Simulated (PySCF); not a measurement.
CH₄BClOSe, SMILES COB(Cl)[SeH].

Geometry: B3LYP-D3(BJ)/def2-SVP. This is a generated structure with no PubChem entry under its InChIKey; it may be hypothetical. The values are those of a single conformer.

Method: M06-2X/def2-TZVP run with PySCF.

- total energy = -3002.46936 hartree
- point group = Cs
- highest occupied level = -8.59 eV
- lowest empty level = 0.63 eV
- orbital gap = 9.21 eV
- dipole moment = 1.93 D
- quadrupole, principal values (traceless, Buckingham form, about the centre of nuclear charge) = -7.30, -2.77, 10.07 D·Å
- mean static polarisability = 67.3 bohr³ (9.97 Å³)
- polarisability, principal values = 50.9, 73.6, 77.4 bohr³
